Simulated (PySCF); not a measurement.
**Basis and Hamiltonian dependence of the excitation energy of S**

S [Ne] 3s2 3p4 (3P) → S [Ne] 3s1 3p5 (3P). Calculated with PySCF 2.14 from differences of total energies of unrestricted determinants, without spin-orbit coupling. Values in eV.

```json
{"basis": "aug-cc-pVDZ-DK", "Hamiltonian": "spin-free X2C", "functions": "27", "UHF": "11.587", "PBE": "10.089", "PBE0": "10.510", "MP2 (valence)": "10.516", "CCSD(T) (valence)": "9.273", "CCSD(T) (valence and next inner shell)": "n/a"}
{"basis": "aug-cc-pVTZ-DK", "Hamiltonian": "spin-free X2C", "functions": "50", "UHF": "11.586", "PBE": "10.068", "PBE0": "10.492", "MP2 (valence)": "10.549", "CCSD(T) (valence)": "n/a", "CCSD(T) (valence and next inner shell)": "n/a"}
{"basis": "dyall-av2z", "Hamiltonian": "non-relativistic", "functions": "50", "UHF": "11.467", "PBE": "9.958", "PBE0": "10.380", "MP2 (valence)": "10.410", "CCSD(T) (valence)": "n/a", "CCSD(T) (valence and next inner shell)": "n/a"}
{"basis": "x2c-TZVPPall with one added diffuse shell each of s, p, d type", "Hamiltonian": "spin-free X2C", "functions": "51", "UHF": "11.585", "PBE": "10.060", "PBE0": "10.488", "MP2 (valence)": "10.523", "CCSD(T) (valence)": "9.013", "CCSD(T) (valence and next inner shell)": "9.075"}
{"basis": "x2c-QZVPPall", "Hamiltonian": "spin-free X2C", "functions": "70", "UHF": "11.586", "PBE": "10.063", "PBE0": "10.488", "MP2 (valence)": "10.524", "CCSD(T) (valence)": "9.218", "CCSD(T) (valence and next inner shell)": "9.295"}
{"basis": "aug-cc-pCVTZ-DK", "Hamiltonian": "spin-free X2C", "functions": "75", "UHF": "11.586", "PBE": "10.062", "PBE0": "10.488", "MP2 (valence)": "10.536", "CCSD(T) (valence)": "9.047", "CCSD(T) (valence and next inner shell)": "9.118"}
{"basis": "aug-cc-pwCVTZ", "Hamiltonian": "non-relativistic", "functions": "75", "UHF": "11.469", "PBE": "9.938", "PBE0": "10.366", "MP2 (valence)": "10.423", "CCSD(T) (valence)": "8.945", "CCSD(T) (valence and next inner shell)": "9.016"}
{"basis": "def2-QZVPPD", "Hamiltonian": "non-relativistic", "functions": "79", "UHF": "11.466", "PBE": "9.940", "PBE0": "10.365", "MP2 (valence)": "10.407", "CCSD(T) (valence)": "8.944", "CCSD(T) (valence and next inner shell)": "9.027"}
{"basis": "dyall-av3z", "Hamiltonian": "non-relativistic", "functions": "84", "UHF": "11.464", "PBE": "9.936", "PBE0": "10.363", "MP2 (valence)": "10.440", "CCSD(T) (valence)": "9.082", "CCSD(T) (valence and next inner shell)": "n/a"}
{"basis": "aug-cc-pVQZ-DK", "Hamiltonian": "spin-free X2C", "functions": "84", "UHF": "11.584", "PBE": "10.065", "PBE0": "10.490", "MP2 (valence)": "10.524", "CCSD(T) (valence)": "9.090", "CCSD(T) (valence and next inner shell)": "n/a"}
{"basis": "x2c-QZVPPall with one added diffuse shell each of s, p, d, f type", "Hamiltonian": "spin-free X2C", "functions": "86", "UHF": "11.584", "PBE": "10.064", "PBE0": "10.488", "MP2 (valence)": "10.522", "CCSD(T) (valence)": "9.030", "CCSD(T) (valence and next inner shell)": "9.114"}
{"basis": "aug-cc-pV(Q+d)Z", "Hamiltonian": "non-relativistic", "functions": "89", "UHF": "11.468", "PBE": "9.942", "PBE0": "10.368", "MP2 (valence)": "10.401", "CCSD(T) (valence)": "8.942", "CCSD(T) (valence and next inner shell)": "n/a"}
{"basis": "aug-cc-pCVTZ-DK with one added diffuse shell each of s, p, d, f type", "Hamiltonian": "spin-free X2C", "functions": "91", "UHF": "11.586", "PBE": "10.062", "PBE0": "10.488", "MP2 (valence)": "10.536", "CCSD(T) (valence)": "n/a", "CCSD(T) (valence and next inner shell)": "9.086"}
{"basis": "aug-cc-pwCVQZ", "Hamiltonian": "non-relativistic", "functions": "134", "UHF": "11.467", "PBE": "9.936", "PBE0": "10.363", "MP2 (valence)": "10.403", "CCSD(T) (valence)": "n/a", "CCSD(T) (valence and next inner shell)": "n/a"}
```

Frozen in the all-electron rows: valence: [Ne]; valence and next inner shell: 1s2.

Reference for a calculation without spin-orbit coupling: 8.928 eV (measured, between term centres; NIST).
